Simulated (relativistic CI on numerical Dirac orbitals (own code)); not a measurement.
Radial parameters of Pt40+

Method of calculation: Dirac-Coulomb-Breit CI, separate exchange-only KLI orbitals for each configuration, model QED, unscaled Slater integrals (own radial code, finite nucleus).

Slater integrals F^k, G^k are unscaled and averaged over j, outside the closed core [Ar] 3d10; ζ comes from projecting the Hamiltonian with its Breit term on Σ l·s of the shell.

- 4s²4p⁶4d²: F^2(4d,4d) = 257970, F^4(4d,4d) = 175850, ζ(4d) = 80591 cm⁻¹; <r>(4d) = 0.3882, <r^2>(4d) = 0.1723 (bohr units).
- 4s²4p⁶4d4f: ζ(4d) = 80501, F^2(4d,4f) = 260240, F^4(4d,4f) = 169240, G^1(4d,4f) = 260050, G^3(4d,4f) = 181980, G^5(4d,4f) = 134550, ζ(4f) = 14718 cm⁻¹; <r>(4d) = 0.3885, <r^2>(4d) = 0.1726, <r>(4f) = 0.3609, <r^2>(4f) = 0.1472 (bohr units).
- 4s²4p⁵4d³: ζ(4p) = 643230, F^2(4d,4d) = 257910, F^4(4d,4d) = 175810, F^2(4p,4d) = 258220, G^1(4p,4d) = 319210, G^3(4p,4d) = 204870, ζ(4d) = 80289 cm⁻¹; <r>(4p) = 0.3885, <r^2>(4p) = 0.1709, <r>(4d) = 0.3883, <r^2>(4d) = 0.1724 (bohr units).

Problem. Give the Racah parameters of the d shell in 4s²4p⁶4d².

Solution. B = F²/49 − 5F⁴/441 = 3271 cm⁻¹ and C = 35F⁴/441 = 13956 cm⁻¹.

Averages of the first 10 configurations, taken without configuration mixing, which lowers the lowest level and can move excited configurations by several eV; other configurations of the list can lie among them:

```tsv
Configuration	Parity	States	Average energy above the lowest level (eV)
4s²4p⁶4d²	even	45	35.9
4s²4p⁶4d4f	odd	140	261.2
4s²4p⁵4d³	odd	720	269.4
4s4p⁶4d³	even	240	472.8
4s²4p⁵4d²4f	even	3780	492.1
4s4p⁶4d²4f	odd	1260	695.8
4s²4p⁶4d5s	even	20	604.2
4s²4p⁶4f5s	odd	28	829.1
4s²4p⁶4d5p	odd	60	691.1
4s²4p⁶4f²	even	91	489.4
```
